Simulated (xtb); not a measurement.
F$_{5}$Nb, charge +1, doublet, geometry from GFN2-xTB (such geometries of metal compounds can be far from the true shape) (the multiplicity is a formal guess); GFN0-xTB (xtb).

xtb was given this input:
```
$ xtb mol.xyz --gfn 0 --chrg 1 --uhf 1 --etemp 10 --json

# file mol.xyz
6

Nb     0.00000000    -0.00000000     0.00000000
F      1.47391396    -0.91144717    -0.52850996
F     -0.32893565     0.24552260     1.76465325
F     -1.14497831     0.66592457    -1.23614328
F     -0.95251155    -1.56350580     0.03998576
F      0.95251155     1.56350580    -0.03998576
```

The log (banner, timings and long lists left out):

```
   ID    Z sym.   atoms
    1   41 Nb     1
    2    9 F      2-6

           -------------------------------------------------
          |                Calculation Setup                |
           -------------------------------------------------

           -------------------------------------------------
          |                 G F N 0 - x T B                 |
           -------------------------------------------------

          ...................................................
          :                      SETUP                      :
          :.................................................:
          :  # basis functions                  30          :
          :  # atomic orbitals                  29          :
          :  # shells                           13          :
          :  # electrons                        39          :
          :  electronic temp.           10.0000000     K    :
          :  accuracy                    1.0000000          :
          :  -> integral cutoff          0.2500000E+02      :
          :  -> integral neglect         0.1000000E-07      :
          ...................................................

         :::::::::::::::::::::::::::::::::::::::::::::::::::::
         ::                     SUMMARY                     ::
         :::::::::::::::::::::::::::::::::::::::::::::::::::::
         :: total energy             -19.411422018936 Eh    ::
         :: gradient norm              0.032257829025 Eh/a0 ::
         :: HOMO-LUMO gap              4.421858439730 eV    ::
         ::.................................................::
         :: H0 energy                -20.914877238887 Eh    ::
         :: repulsion energy           0.049093921539 Eh    ::
         :: electrostat energy         1.455504899754 Eh    ::
         :: -> Gsolv                   0.000000000000 Eh    ::
         ::    -> Gsasa                0.000000000000 Eh    ::
         ::    -> Gshift               0.000000000000 Eh    ::
         :: dispersion energy         -0.001143601342 Eh    ::
         :: short-range corr.          0.000000000000 Eh    ::
         :: add. restraining           0.000000000000 Eh    ::
         :: total charge               1.000000000000 e     ::
         :::::::::::::::::::::::::::::::::::::::::::::::::::::

           -------------------------------------------------
          |                Property Printout                |
           -------------------------------------------------

    * Orbital Energies and Occupations

         #    Occupation            Energy/Eh            Energy/eV
      -------------------------------------------------------------
         1        2.0000           -0.8341745             -22.6990
       ...           ...                  ...                  ...
         8        2.0000           -0.4470024             -12.1636
         9        2.0000           -0.4466339             -12.1535
        10        2.0000           -0.4466339             -12.1535
        11        2.0000           -0.4460120             -12.1366
        12        2.0000           -0.4452623             -12.1162
        13        2.0000           -0.4452623             -12.1162
        14        2.0000           -0.4440065             -12.0820
        15        2.0000           -0.4438094             -12.0767
        16        2.0000           -0.4428913             -12.0517
        17        2.0000           -0.4428913             -12.0517
        18        1.9929           -0.4424419             -12.0395
        19        1.9929           -0.4424419             -12.0395
        20        1.0142           -0.4421509             -12.0315 (HOMO)
        21                         -0.2796506              -7.6097 (LUMO)
        22                         -0.2796506              -7.6097
        23                         -0.1604696              -4.3666
        24                         -0.1604696              -4.3666
        25                          0.0445529               1.2123
        26                          0.0676540               1.8410
        27                          0.0676540               1.8410
        28                          0.1028330               2.7982
        29                          0.3236348               8.8066
      -------------------------------------------------------------
                  HL-Gap            0.1625003 Eh            4.4219 eV
             Fermi-level            0.0000000 Eh            0.0000 eV

     #   Z          covCN         q      C6AA      α(0)
     1  41 Nb       3.354     0.855   186.940    25.269
     2   9 F        0.671     0.028     9.194     3.494
     3   9 F        0.671     0.028     9.194     3.494
     4   9 F        0.671     0.028     9.194     3.494
     5   9 F        0.671     0.030     9.173     3.490
     6   9 F        0.671     0.030     9.173     3.490

 Mol. C6AA /au·bohr⁶  :        804.736788
 Mol. C8AA /au·bohr⁸  :      46582.897167
 Mol. α(0) /au        :         42.732993

Wiberg/Mayer (AO) data.
largest (>0.10) Wiberg bond orders for each atom

 ---------------------------------------------------------------------------
     #   Z sym  total        # sym  WBO       # sym  WBO       # sym  WBO
 ---------------------------------------------------------------------------
     1  41 Nb   2.567 --     4 F    0.531     2 F    0.531     3 F    0.531
                             6 F    0.487     5 F    0.487
     2   9 F    0.808 --     1 Nb   0.531
     3   9 F    0.808 --     1 Nb   0.531
     4   9 F    0.808 --     1 Nb   0.531
     5   9 F    0.872 --     1 Nb   0.487     6 F    0.132
     6   9 F    0.872 --     1 Nb   0.487     5 F    0.132
 ---------------------------------------------------------------------------

Topologies differ in total number of bonds
Writing topology from bond orders to xtbtopo.mol

 dipole moment from electron density (au)
     X       Y       Z
  -0.0000   0.0000  -0.0000  total (Debye):    0.000

           -------------------------------------------------
          | TOTAL ENERGY              -19.411422018936 Eh   |
          | GRADIENT NORM               0.032257829025 Eh/α |
          | HOMO-LUMO GAP               4.421858439730 eV   |
           -------------------------------------------------

normal termination of xtb
```
